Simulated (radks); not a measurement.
Spherical quantum dot in the effective-mass picture: electrons in a hard-walled sphere of radius 1.82, all in effective atomic units (hartree* = m*/eps^2 hartree, bohr* = eps/m* bohr), one dielectric constant everywhere. Method: non-relativistic Kohn-Sham, PBEsol, spin-polarised, spherical densities; computed with a radial shooting solver with Libxc functionals. Levels are named by radial order and angular momentum (1s, 1p, 1d, 2s, ...), and open shells are averaged over m. Results are scaled to m* = 0.119 and eps = 17.4, for which hartree* = 10.7 meV and bohr* = 7.738 nm.

N = 30, configuration 1s2 1p6 1d10 1f(up 7, down 5). This is the lowest configuration that the search found. Occupied and some empty levels:

level    occupation  eigenvalue (meV)  <r> (nm)
1s up             1            248.48     8.859
1s down           1            248.89     8.842
1p up             3            258.54     9.467
1p down           3            259.00     9.460
1d up             5            274.53     9.903
1d down           5            275.02     9.899
1f up             7            295.68     10.24
1f down           5            296.19     10.24
2s up             0            299.12     6.436
2s down           0            299.29     6.441
1g up             0            321.57     10.51
1g down           0            322.10     10.51
2p up             0            328.95     7.388
2p down           0            329.19     7.386
2d up             0            363.56     8.023
2d down           0            363.85     8.021

Energy (meV): total 4978.79, kinetic 1822.6, external 0, Hartree 3465.3, exchange-correlation -309.06.
